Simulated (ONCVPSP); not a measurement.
What one change does to a pseudopotential (arsenic, ONCV)

```
Element                 : As (Z = 33)
Generator               : ONCVPSP 4.0.1
Type                    : optimised norm-conserving Vanderbilt (ONCV)
Functional              : PBEsol
Relativity              : scalar-relativistic
Frozen core             : [Ar] 3d10
Valence charge          : 5
Reference configuration : 4s1.5 4p3.5
Partial waves           : 4s: rc 1.75 bohr, ncon 4, nbas 7, qcut 3.5 1/bohr, 1 projector; 4p: rc 1.90 bohr, ncon 4, nbas 7, qcut 4.2 1/bohr, 2 projectors, debl 2.1 Ha; d scattering state at 0.18 Ha: rc 1.75 bohr, ncon 4, nbas 7, qcut 5.1 1/bohr, 2 projectors, debl 1.9 Ha
Local potential         : polynomial inside 1.10 bohr (lpopt 5, dvloc0 1 Ha)
Core correction         : Teter function, fcfact 3.25, rcfact 1.25
```

All-electron outer shells of the reference configuration (PBEsol, scalar-relativistic, ld1.x):

```
shell  level (eV)  outermost node (bohr)  outermost maximum (bohr)
   3p     -134.33                   0.22                      0.52
   3d      -41.48                      –                      0.47
   4s      -14.95                   0.73                      1.61
   4p       -5.53                   0.78                      1.97
```

Change: reference 4s2 4p1.

Cutoffs: the cutoffs (Ha) at which the residual kinetic energy of the hardest occupied pseudo-wave falls to 1 and 0.1 mHa per electron; they do not see the model core or the augmentation charge, which bear on the density cutoff. Errors are all-electron minus pseudo energies relative to the spin-unpolarised reference configuration.

Task: What does the change do?

Result: The potential gets neither clearly harder nor softer (29 Ha and 38 Ha → 30 Ha and 39 Ha); the bound ghosts move from d, s to s; the number of tests with a reliable result goes from 3 to 4; the range in which the d phases agree narrows (upper end 4.9 → 3.8).

| quantity | base | changed |
| --- | --- | --- |
| cutoff, loose | 29 Ha | 30 Ha |
| cutoff, tight | 38 Ha | 39 Ha |
| loose cutoff by channel | s 29 Ha, p 7.7 Ha | s 30 Ha, p 8.8 Ha |
| bound ghosts | s, d | s |
| GHOST(+) flags under 300 eV | none | none |
| tests with a reliable result | 3 of 4 | 4 of 4 |
| s: phases at 1.77 bohr within 0.05 rad from the reference energy up to (Ha; the scan ends near 5) | 4.5 | 3.8 |
| p: phases at 1.93 bohr within 0.05 rad from the reference energy up to (Ha; the scan ends near 5) | 3.8 | 3.1 |
| d: phases at 1.77 bohr within 0.05 rad from the reference energy up to (Ha; the scan ends near 5) | 4.9 | 3.8 |
| rms error of d²Exc/dni dnj with the model core, mHa | 1.46 | 2.18 |

Base: The cutoffs count occupied waves only; projector 2 of the d channel, the hardest unoccupied one, needs 78 Ha at the loose tolerance. A true bound ghost makes a file unfit for plane-wave use even where its test errors are small: the radial tests pick states by their node count and pass the ghost by.
